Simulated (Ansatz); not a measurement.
`CB(Cl)[C](=N)[AlH2]`. Total charge 0; spin multiplicity 1. Geometry: relaxed with PBE0-D4/def2-TZVP. It is one conformer, not always the lowest.

```xyz
12

C    -1.283   -0.057   -1.695
B    -0.153   -0.152   -0.655
Cl    1.434   -0.929   -1.093
C    -0.048    0.308    0.842
N    -1.083    0.894    1.323
Al    1.798   -0.254    1.402
H    -2.149    0.457   -1.275
H    -1.586   -1.058   -2.024
H    -0.947    0.468   -2.595
H    -0.946    1.168    2.301
H     1.986   -1.650    2.137
H     2.979    0.805    1.332
```

**Question.** What is the dipole moment at PBE/def2-TZVPP? (Best estimate.)

**Answer.** Computed: 1.42 D, with components (-0.73, -0.13, -1.21) D in this frame, pointing from negative to positive charge.

**Question.** And with r2SCAN, B3LYP, ωB97M-V? (An estimate is asked.)

**Answer.** Computed: r2SCAN 1.43 D, B3LYP 1.31 D, ωB97M-V 1.32 D.

**Question.** Give the Mulliken charges with PBE, r2SCAN, ωB97M-V in def2-TZVPP. (An estimate is asked.)

**Answer.** The calculation gave: 
```json
{"atom": "C1", "PBE": "-0.30", "r2SCAN": "-0.20", "ωB97M-V": "-0.30"}
{"atom": "B2", "PBE": "0.21", "r2SCAN": "0.31", "ωB97M-V": "0.18"}
{"atom": "Cl3", "PBE": "-0.09", "r2SCAN": "-0.13", "ωB97M-V": "-0.09"}
{"atom": "C4", "PBE": "-0.16", "r2SCAN": "-0.20", "ωB97M-V": "-0.17"}
{"atom": "N5", "PBE": "-0.20", "r2SCAN": "-0.27", "ωB97M-V": "-0.22"}
{"atom": "Al6", "PBE": "0.29", "r2SCAN": "0.43", "ωB97M-V": "0.35"}
{"atom": "H7", "PBE": "0.13", "r2SCAN": "0.10", "ωB97M-V": "0.13"}
{"atom": "H8", "PBE": "0.12", "r2SCAN": "0.08", "ωB97M-V": "0.12"}
{"atom": "H9", "PBE": "0.12", "r2SCAN": "0.08", "ωB97M-V": "0.12"}
{"atom": "H10", "PBE": "0.16", "r2SCAN": "0.16", "ωB97M-V": "0.13"}
{"atom": "H11", "PBE": "-0.13", "r2SCAN": "-0.17", "ωB97M-V": "-0.13"}
{"atom": "H12", "PBE": "-0.13", "r2SCAN": "-0.17", "ωB97M-V": "-0.13"}
```

B3LYP here is the variant with VWN-RPA as its local correlation; programs differ in this.
